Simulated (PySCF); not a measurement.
sulfuric acid (H2O4S), singlet, at a GFN2-xTB geometry. Base run: TPSS/STO-3G (PySCF).

PySCF was given this input:
```python
from pyscf import gto, scf, dft

mol = gto.Mole()
mol.atom = '''
    O    -0.55270887    1.35278782    0.31094223
    S    -0.08041867   -0.12569137   -0.01074187
    O    -0.62676941   -0.48852650   -1.26558736
    O    -0.27441856   -0.91999660    1.14521182
    O     1.47921766    0.09531076   -0.18718448
    H    -0.79115034    1.75123860   -0.52439176
    H     1.87528245   -0.05678066    0.66920393
'''
mol.basis = 'sto-3g'
mol.verbose = 3
mol.build()

mf = dft.RKS(mol)
mf.xc = 'tpss'
mf.kernel()
mf.analyze()
```

Each row names what was changed in the base input (with any setting that the change needs).

```csv
change,ΔE vs base (mEh),fitting functions,dipole (D)
base,0.000,-,1.79
auxbasis = cc-pvtz-ri,-12.083,506,1.79
auxbasis = def2-universal-jkfit,-2.420,472,1.79
auxbasis = even-tempered beta=1.6,-1.164,408,1.79
auxbasis = even-tempered beta=2.0,-1.428,292,1.79
auxbasis = cc-pvtz-jkfit,-0.495,497,1.79
auxbasis = cc-pvqz-jkfit,-0.415,674,1.79
auxbasis = def2-svp-ri,-653.3,282,1.79
auxbasis = def2-tzvp-ri,-12.828,447,1.79
auxbasis = default (with mf = mf.density_fit()),-2.420,472,1.79
```

A fitting set is made for a task (jfit for Coulomb, jkfit for Coulomb and exchange, ri for correlation) and for a family of orbital bases.
